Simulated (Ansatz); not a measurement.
Total energies of the cluster AlCl₃ from Ansatz at r2SCAN-D4/def2-TZVP, gas phase (1 Eh = 27.2114 eV = 2625.5 kJ/mol). The reference geometry is relaxed at B3LYP-D4/def2-TZVP.

```xyz
4

Al    0.000    0.000    0.000
Cl    0.223   -1.695    1.180
Cl    1.582    1.329   -0.218
Cl   -1.805    0.366   -0.962
```

```
                 state                       geometry  energy (Eh)
      charge 0 singlet                      reference  -1623.18347
      charge 1 doublet                      reference  -1622.77387
      charge 0 triplet  relaxed at B3LYP-D4/def2-TZVP  -1623.03872
      charge 0 quintet  relaxed at B3LYP-D4/def2-TZVP  -1622.85535
free Al atom (doublet)                              –   -242.33055
free Cl atom (doublet)                              –   -460.11688
```

Task: Work out the vertical ionisation energy to the doublet.

Result: E(charge 1 doublet) − E(charge 0 singlet) = -1622.77387 − (-1623.18347) = 0.40960 Eh = 11.15 eV. For comparison, −ε of the highest occupied level is 8.34 eV at this level, 2.81 eV less.

Task: Which of the charge 0 states is lowest, and how far above it are the others?

Result: The singlet. triplet: -1623.03872 − (-1623.18347) = 0.14475 Eh = 380.0 kJ/mol; quintet: -1622.85535 − (-1623.18347) = 0.32812 Eh = 861.5 kJ/mol. The quintet differs in its bonds from the reference.

Task: What is the binding energy per atom against free atoms?

Result: Atoms: 1 × (-242.33055) + 3 × (-460.11688) = -1622.68119 Eh. Binding: -1622.68119 − (-1623.18347) = 0.50228 Eh = 13.67 eV, or 3.42 eV for each of 4 atoms (no zero-point energy, no counterpoise term).

The structure comes from a short search, and lower isomers may exist.
